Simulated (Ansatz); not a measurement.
`C[O][Ge][OH]` + `COB(F)Br` → `[OH][Ge][Br]` + `COB(F)OC`  (redistribution)

Gas-phase electronic energies from Ansatz, PBE0-D4/def2-TZVP geometries. CCSD(T)/CBS adds triple-zeta CCSD(T) − MP2 to the extrapolated MP2 energy (def2 sets, frozen cores). Functionals use def2-TZVPP. For Br, Ge outer-core shells are correlated without core-valence functions, which leaves a few kJ/mol of doubt a bond. Scalar relativity is left out up to krypton. One conformer a species, not always the lowest.

CCSD(T)/CBS gives -98.5 kJ/mol.

Question: Another level gave -127.9 kJ/mol. Which?
A. PBE-D4/def2-TZVPP
B. PBE0/def2-TZVPP
C. HF/def2-TZVPP
D. MP2/def2-TZVPP

Answer: C. HF/def2-TZVPP -127.9, PBE-D4 -99.1, MP2/def2-TZVPP -91.4, PBE0 -108.2 kJ/mol.

Largest T1 diagnostic among the species: 0.015.

The D4 term adds +3.0 kJ/mol with B3LYP and +1.4 kJ/mol with PBE0; it sums over pairs of atoms, weighted by their polarisabilities, and B3LYP, whose exchange is more repulsive, gets the larger term. In def2-TZVPP, CCSD(T) changes the Hartree–Fock value by +30.8 kJ/mol (the triples alone add +4.7 kJ/mol) and MP2 by +36.5 kJ/mol. From PBE to PBE0 (25 % exact exchange), in def2-TZVPP and without D4, ΔE moves by −7.5 kJ/mol.

B3LYP here is the variant with VWN-RPA as its local correlation; programs differ in this.
